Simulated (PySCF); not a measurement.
PySCF input for O3Se, SMILES O=[Se+2]([O-])[O-], TDA-M06-2X/def2-SVPD. Coordinates come from a B3LYP-D3(BJ)/def2-SVP optimisation.

```python
import numpy as np
from pyscf import gto, scf, dft, tdscf

mol = gto.M(
    atom='''
    Se    0.00000000   -0.00000000    0.00000000
    O     1.60658113   -0.00000000    0.00000000
    O    -0.80329056    1.39134008    0.00000000
    O    -0.80329057   -1.39134008    0.00000000
    ''',
    basis='def2-SVPD',
    charge=0,
    spin=0,
    symmetry=True,
    max_memory=1600,
    verbose=4,
)
mf = dft.RKS(mol, xc='m06-2x').density_fit(auxbasis='def2-universal-jkfit')
mf.grids.level = 4
mf.conv_tol = 1e-9
mf.max_cycle = 100
mf.kernel()
mf.grids = dft.Grids(mol).set(level=2).build(with_non0tab=True)  # coarser grid for the response kernel
td = tdscf.TDA(mf)
td.singlet = True
td.nstates = 10
td.conv_tol = 1e-4
td.positive_eig_threshold = 1e-6
td.kernel(x0=td.get_init_guess(mf, 15))
td.analyze()
tt = tdscf.TDA(mf)
tt.singlet = False
tt.nstates = 4
tt.conv_tol = 1e-4
tt.positive_eig_threshold = 1e-6
tt.kernel(x0=tt.get_init_guess(mf, 9))
tt.analyze(verbose=3)
```

Program output:

```
PySCF version 2.14.0

[INPUT] verbose = 4
[INPUT] num. atoms = 4
[INPUT] num. electrons = 58
[INPUT] charge = 0
[INPUT] spin (= nelec alpha-beta = 2S) = 0
[INPUT] symmetry True subgroup None
[INPUT] Mole.unit = angstrom
[INPUT] Symbol           X                Y                Z      unit          X                Y                Z       unit  Magmom
[INPUT]  1 Se     0.000000000000   0.000000000000   0.000000000000 AA    0.000000000000   0.000000000000   0.000000000000 Bohr   0.0
[INPUT]  2 O      1.606581130000   0.000000000000   0.000000000000 AA    3.035998332594   0.000000000000   0.000000000000 Bohr   0.0
[INPUT]  3 O     -0.803290560000   1.391340080000   0.000000000000 AA   -1.517999156848   2.629251697330   0.000000000000 Bohr   0.0
[INPUT]  4 O     -0.803290570000  -1.391340080000   0.000000000000 AA   -1.517999175746  -2.629251697330   0.000000000000 Bohr   0.0

nuclear repulsion = 305.287140315412
point group symmetry = D3h, use subgroup C2v
symmetry origin: [-3.06268421e-17  0.00000000e+00  0.00000000e+00]
symmetry axis x: [0. 1. 0.]
symmetry axis y: [0. 0. 1.]
symmetry axis z: [1. 0. 0.]
num. orbitals of irrep A1 = 46
num. orbitals of irrep A2 = 13
num. orbitals of irrep B1 = 30
num. orbitals of irrep B2 = 21
number of shells = 42
number of NR pGTOs = 182
number of NR cGTOs = 110
basis = def2-SVPD
ecp = {}


[settings echo left out]
init E= -2626.392181412
HOMO (B1) = -0.426222369603136  LUMO (A1) = -0.153428375363907  gap/eV = 7.42310
cycle= 1 E= -2626.28672191265  delta_E= 0.105  |g|= 1.08  |ddm|= 2.97
HOMO (B1) = -0.363528829956485  LUMO (B2) = -0.135237930086297  gap/eV = 6.21211
cycle= 2 E= -2626.03318208029  delta_E= 0.254  |g|= 1.65  |ddm|= 2.51
HOMO (B1) = -0.447877225353003  LUMO (B2) = -0.127357429746961  gap/eV = 8.72179
cycle= 3 E= -2626.53266177725  delta_E= -0.499  |g|= 0.0565  |ddm|= 1.48
HOMO (B1) = -0.438609552045997  LUMO (B2) = -0.11230319057954  gap/eV = 8.87925
cycle= 4 E= -2626.5332256087  delta_E= -0.000564  |g|= 0.0121  |ddm|= 0.0877
HOMO (B1) = -0.441242001678931  LUMO (B2) = -0.113349787887198  gap/eV = 8.92240
cycle= 5 E= -2626.53327359931  delta_E= -4.8e-05  |g|= 0.00293  |ddm|= 0.0197
HOMO (B1) = -0.441145876091574  LUMO (B2) = -0.112896347209283  gap/eV = 8.93212
cycle= 6 E= -2626.53327734045  delta_E= -3.74e-06  |g|= 0.00108  |ddm|= 0.00583
HOMO (B1) = -0.441364981019097  LUMO (B2) = -0.113024007475691  gap/eV = 8.93461
cycle= 7 E= -2626.5332776265  delta_E= -2.86e-07  |g|= 0.000635  |ddm|= 0.0015
HOMO (B1) = -0.441390255205337  LUMO (B2) = -0.11302876850411  gap/eV = 8.93517
cycle= 8 E= -2626.53327768517  delta_E= -5.87e-08  |g|= 0.000469  |ddm|= 0.000868
HOMO (B1) = -0.441387426667887  LUMO (B2) = -0.113019017256254  gap/eV = 8.93536
cycle= 9 E= -2626.53327773165  delta_E= -4.65e-08  |g|= 1.49e-05  |ddm|= 0.000398
HOMO (B1) = -0.441387853134631  LUMO (B2) = -0.113018289592297  gap/eV = 8.93539
cycle= 10 E= -2626.53327773176  delta_E= -1.06e-10  |g|= 2.02e-06  |ddm|= 4.7e-05
HOMO (B1) = -0.441388058726325  LUMO (B2) = -0.113018808176694  gap/eV = 8.93538
Extra cycle  E= -2626.53327773177  delta_E= -1e-11  |g|= 7.46e-07  |ddm|= 6.63e-06
converged SCF energy = -2626.53327773177
tot grids = 46704
Overwritten attributes  positive_eig_threshold  of <class 'pyscf.tdscf.rks.TDA'>


******** <class 'pyscf.tdscf.rks.TDA'> for <class 'pyscf.df.df_jk.DFSymAdaptedRKS'> ********
nstates = 10 singlet
deg_eia_thresh = 1.000e-03
wfnsym = None
conv_tol = 0.0001
eigh lindep = 1e-12
eigh level_shift = 0
eigh max_cycle = 100


Excitation energies (eV)
[4.36405757 4.58305702 5.02888575 5.02905192 5.47177809 5.47243266
 5.53054821 5.53089705 6.90603562 6.90623979]

** Singlet excitation energies and oscillator strengths **
Excited State   1:   A2      4.36406 eV    284.10 nm  f=0.0000
      29 -> 30        0.70319
Excited State   2:   B1      4.58306 eV    270.53 nm  f=0.0000
      29 -> 31        0.69116
      29 -> 33       -0.10416
Excited State   3:   B2      5.02889 eV    246.54 nm  f=0.0000
      25 -> 30        0.18221
      27 -> 31        0.66720
      27 -> 33       -0.10201
Excited State   4:   A2      5.02905 eV    246.54 nm  f=0.0000
      26 -> 30        0.18153
      28 -> 31        0.66738
      28 -> 33       -0.10203
Excited State   5:   A2      5.47178 eV    226.59 nm  f=0.0000
      26 -> 30        0.67839
      28 -> 31       -0.18003
Excited State   6:   B2      5.47243 eV    226.56 nm  f=0.0000
      25 -> 30       -0.67821
      27 -> 31        0.18072
Excited State   7:   B1      5.53055 eV    224.18 nm  f=0.0001
      26 -> 31        0.55097
      28 -> 30        0.42006
Excited State   8:   A1      5.53090 eV    224.17 nm  f=0.0001
      25 -> 31       -0.55097
      27 -> 30       -0.42007
Excited State   9:   B1      6.90604 eV    179.53 nm  f=0.1237
      22 -> 31       -0.31019
      25 -> 40       -0.10950
      26 -> 31       -0.36130
      26 -> 39       -0.10950
      28 -> 30        0.47122
Excited State  10:   A1      6.90624 eV    179.52 nm  f=0.1236
      23 -> 31       -0.31018
      25 -> 31       -0.36129
      25 -> 39        0.10950
      26 -> 40       -0.10952
      27 -> 30        0.47122

** Transition electric dipole moments (AU) **
state          X           Y           Z        Dip. S.      Osc.
  1         0.0000     -0.0000      0.0000      0.0000      0.0000
  2        -0.0000     -0.0000      0.0000      0.0000      0.0000
  3         0.0000      0.0000     -0.0000      0.0000      0.0000
  4         0.0000      0.0000      0.0000      0.0000      0.0000
  5        -0.0000     -0.0000     -0.0000      0.0000      0.0000
  6         0.0000      0.0000      0.0002      0.0000      0.0000
  7        -0.0000      0.0308      0.0000      0.0010      0.0001
  8        -0.0308      0.0000      0.0000      0.0010      0.0001
  9        -0.0000     -0.8551      0.0000      0.7311      0.1237
 10        -0.8548      0.0000     -0.0000      0.7307      0.1236

** Transition velocity dipole moments (imaginary part, AU) **
state          X           Y           Z        Dip. S.      Osc.
  1         0.0000      0.0000      0.0000      0.0000      0.0000
  2         0.0000      0.0000      0.0000      0.0000      0.0000
  3         0.0000      0.0000     -0.0000      0.0000      0.0000
  4         0.0000      0.0000     -0.0000      0.0000      0.0000
  5        -0.0000     -0.0000     -0.0000      0.0000      0.0000
  6         0.0000      0.0000      0.0001      0.0000      0.0000
  7         0.0000      0.0922      0.0000      0.0085      0.0279
  8        -0.0922     -0.0000      0.0000      0.0085      0.0279
  9         0.0000     -0.0303      0.0000      0.0009      0.0024
 10        -0.0302     -0.0000     -0.0000      0.0009      0.0024

** Transition magnetic dipole moments (imaginary part, AU) **
state          X           Y           Z
  1        -0.0002     -0.0000      0.0000
  2        -0.0000      0.0000      0.2032
  3         0.0000     -0.0151     -0.0000
  4         0.0141      0.0000     -0.0000
  5         1.0746     -0.0000      0.0000
  6        -0.0000      1.0744     -0.0000
  7         0.0000      0.0000     -0.0003
  8         0.0000     -0.0000      0.0000
  9         0.0000     -0.0000     -0.0002
 10         0.0000     -0.0000      0.0000


******** <class 'pyscf.tdscf.rks.TDA'> for <class 'pyscf.df.df_jk.DFSymAdaptedRKS'> ********
nstates = 4 triplet
deg_eia_thresh = 1.000e-03
wfnsym = None
conv_tol = 0.0001
eigh lindep = 1e-12
eigh level_shift = 0
eigh max_cycle = 100


Excitation energies (eV)
[4.03605163 4.03938807 4.2780434  4.27841666]

** Triplet excitation energies and oscillator strengths **
Excited State   1:   A2      4.03605 eV    307.19 nm  f=0.0000
Excited State   2:   B1      4.03939 eV    306.94 nm  f=0.0000
Excited State   3:   B1      4.27804 eV    289.82 nm  f=0.0000
Excited State   4:   A1      4.27842 eV    289.79 nm  f=0.0000
```

Self-consistency was reached.

Cost: roughly 100 core-seconds.
